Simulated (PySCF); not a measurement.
Species: `CC(C)(C)C(N)=O`. The columns A, B, C and D hold Mulliken, IAO, Hirshfeld and ESP-fitted charges (e) of one PBE0/pcSseg-1 density (PySCF), in a shuffled order. Coordinates in Å (PBE0-D3(BJ)/def2-SVP); the density's dipole moment is (1.83, 3.12, 0.38) D.

```csv
atom,x,y,z,A,B,C,D
C1,-0.088,0.459,1.475,-0.527,-0.404,-0.152,-0.116
C2,-0.266,0.028,0.013,+0.489,0.000,-0.682,+0.015
C3,-1.694,-0.461,-0.212,-0.563,-0.403,-0.133,-0.121
C4,0.031,1.204,-0.922,-0.585,-0.405,-0.165,-0.116
C5,0.691,-1.148,-0.260,+0.692,+0.436,+0.530,+0.178
N6,2.014,-0.833,-0.298,-1.008,-0.509,-0.401,-0.172
O7,0.303,-2.289,-0.407,-0.570,-0.501,-0.424,-0.287
H8,0.933,0.819,1.677,+0.114,+0.127,+0.099,+0.033
H9,-0.786,1.276,1.717,+0.139,+0.136,+0.118,+0.042
H10,-0.293,-0.378,2.159,+0.134,+0.144,+0.125,+0.043
H11,-2.410,0.344,0.017,+0.138,+0.127,+0.106,+0.036
H12,-1.914,-1.328,0.424,+0.141,+0.151,+0.129,+0.038
H13,-1.844,-0.777,-1.254,+0.137,+0.143,+0.118,+0.039
H14,1.024,1.648,-0.749,+0.122,+0.120,+0.096,+0.034
H15,-0.026,0.901,-1.979,+0.142,+0.142,+0.124,+0.041
H16,-0.707,2.006,-0.762,+0.158,+0.139,+0.119,+0.043
H17,2.676,-1.582,-0.448,+0.435,+0.284,+0.198,+0.139
H18,2.354,0.110,-0.191,+0.414,+0.271,+0.196,+0.131
```

Q: Which column most likely holds the ESP-fitted charges?

A: A. Σ q r misses the density's dipole by 0.03 D (A), 0.38 D (B), 1.10 D (D), 1.41 D (C). Charges fitted to the outside potential are the only set here that is tied to the molecule's multipoles.

Q: And the Hirshfeld charges?

A: D. The mean sizes are 0.090 e (D), 0.218 e (C), 0.247 e (B), 0.362 e (A), and Hirshfeld charges are commonly the smallest of these schemes.

As computed, A = ESP-fitted, B = IAO, C = Mulliken, D = Hirshfeld. Hydrogens on carbon: ESP-fitted +0.11 to +0.16, IAO +0.12 to +0.15, Mulliken +0.10 to +0.13, Hirshfeld +0.03 to +0.04 e.

The IAO scheme projects the occupied orbitals on a minimal set of polarised atomic orbitals and counts the electrons in each atom's part of it. The ESP scheme is a least-squares fit of atom-centred charges to the potential on four shells outside the van der Waals surface, with the total charge fixed.

Geometry: PBE0-D3(BJ)/def2-SVP, one conformer, isolated molecule.

The values belong to the conformer `[CH3:1][C:2]([CH3:3])([CH3:4])[C:5]([NH2:6])=[O:7]`: C1–C2–C5–N6 -70°, H–N6–C5–C2 178°, H–N6–C5–C2 -2°.
